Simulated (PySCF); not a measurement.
B(F)(Cl)(OH) (BClFHO), SMILES ClB(F)O. Atoms are numbered in the order given.

```xyz
5

B     -0.0134    -0.4292     0.0000
F     -1.2007    -1.0284     0.0000
Cl     0.0520     1.3302     0.0000
O      1.1264    -1.1395     0.0000
H      0.9777    -2.0954     0.0000
```

Geometry optimised at B3LYP-D3(BJ)/def2-SVP. The values are those of a single conformer.

Level of theory: PBE0/pcSseg-2 (PySCF).

GIAO shieldings, no solvent; atoms alike by connectivity are averaged. δ = σ(ref) − σ: ¹¹B against BF3 (σ = 88.8 ppm); ¹⁹F against CFCl3 (σ = 165.8 ppm); ³⁵Cl against HCl (σ = 943.3 ppm); ¹⁷O against H2O (σ = 327.8 ppm); ¹H against TMS (σ = 31.54 ppm), references at their B3LYP-D3(BJ)/def2-TZVP geometries, non-relativistic (without spin–orbit terms, shifts of atoms bonded to Cl or Br come out too high).

Computed chemical shifts:
```tsv
nucleus	atoms	count	δ (ppm)
¹¹B	B1	1	14.4
¹⁹F	F2	1	-90.3
³⁵Cl	Cl3	1	59.0
¹⁷O	O4	1	120.0
¹H	H5	1	4.51
```
